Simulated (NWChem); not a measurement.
## Lowest excitation of PbS

```
Pb
S 1 2.3407
```
Charge 0, spin multiplicity 1.

All runs are NWChem calculations. The geometry was optimised at PBE/def2-SVP with def2 effective core potentials on Pb, a minimum by its harmonic frequencies.

Basis set: def2-SVPD.

| method | lowest vertical singlet excitation energy (eV) | relative cost | difference from EOM-CCSD |
|---|---|---|---|
| TD-PBE | 2.81 | 1 | -0.13 |
| CIS | 3.15 | under 3 | +0.21 |
| TDA-CAM-B3LYP | 2.77 | under 3 | -0.17 |
| TD-B3LYP | 2.73 | under 3 | -0.21 |
| EOM-CCSD | 2.94 | 4 | 0.00 |

The values span 0.43 eV, from TD-B3LYP (lowest) to CIS (highest). Costs are rough ratios of processor time within this set of runs, SCF included, with TD-PBE as 1.

Effective core potentials replace the inner electrons of Pb; spin-orbit coupling is left out. The correlated methods keep 9 core orbitals frozen. B3LYP has NWChem's definition, with VWN1-RPA local correlation. GW and range-separated runs recompute their integrals, the others keep them in memory, which bears on the times. The structure started from a generated list of species. No row is a measurement; the coupled-cluster row has its own basis-set and correlation limits.
